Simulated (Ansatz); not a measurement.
A nudged elastic band was laid between two geometries of CH5FGe + H2 (10 atoms, charge 0, multiplicity 1).

Method: Ansatz 0.2.0, UKS PBE0/def2-SVP.

```yaml
movable_images: 5
climbing_image: yes
spring: 5.0 eV/Å²
optimiser: quadratic models (default)
start_path: through a guess of the saddle point
force_threshold: 0.05 eV/Å
iteration_limit: 60
end_points: relaxed
```

First end point:

```xyz
10
Properties=species:S:1:pos:R:3
Ge -0.622 -0.999 -0.036
F 1.121 -1.150 0.105
H -1.042 -2.053 -1.074
H -1.183 -1.322 1.360
C -0.981 0.815 -0.607
H 2.707 0.338 1.042
H 3.155 0.861 1.366
H -0.583 1.530 0.127
H -2.065 0.975 -0.704
H -0.507 1.006 -1.580
```

Last end point:

```xyz
10
Properties=species:S:1:pos:R:3
Ge -0.374 -0.717 0.614
F 2.346 -0.019 -0.940
H -0.269 -1.982 -0.254
H -1.391 -0.954 1.746
C -0.810 0.853 -0.451
H 2.153 -0.140 -0.041
H 1.007 -0.505 1.300
H -0.973 1.726 0.197
H -1.719 0.678 -1.043
H 0.030 1.060 -1.129
```

(1) What changes between the two ends?

(2) Give the energies along the band, and the barrier.

(3) What is the geometry of the highest image?

The band took 22 iterations and of the order of 20 core-minutes.

## Answers

(1) Bonds broken: Ge1–F2, H6–H7. Bonds formed: Ge1–H7, F2–H6. CH5FGe + H2 becomes CH6Ge + FH.

(2) The forces met the threshold. The highest image is number 4 of 0 to 6, 1.88 eV above the first end and 1.55 eV above the last; the last end lies 0.33 eV above the first. Neighbouring images differ by up to 1.4 eV, so the band resolves the path poorly. A vibrational analysis at the climbing image gives one clearly imaginary mode, 1143i cm⁻¹: a first-order saddle point. The orbitals stay closed-shell, which can raise the energy where a bond breaks towards radicals; this wasn't checked here.

```csv
image,path coordinate (Å),energy (eV),Ge1–F2 (Å),H6–H7 (Å),Ge1–H7 (Å)
0,0.00,0.00,1.76,0.76,4.44
1,0.94,0.01,1.75,0.76,3.98
2,1.87,0.04,1.76,0.76,3.31
3,2.81,0.46,1.78,0.77,2.50
4,3.74,1.88,2.07,0.97,1.85
5,4.65,0.56,2.73,1.44,1.58
6,5.55,0.33,3.21,1.80,1.56
```

(3) 
```xyz
10
Properties=species:S:1:pos:R:3
Ge -0.127 -0.692 0.283
F 1.752 -0.810 -0.572
H -0.393 -1.970 -0.537
H -0.741 -0.967 1.682
C -0.780 0.938 -0.536
H 1.748 -0.265 0.496
H 1.258 0.024 1.283
H -0.752 1.771 0.179
H -1.815 0.790 -0.877
H -0.150 1.181 -1.402
```

Time of the run: 5.4 min on 4 threads of Arm Neoverse N1, with other jobs on the host, peak memory 0.28 GiB.
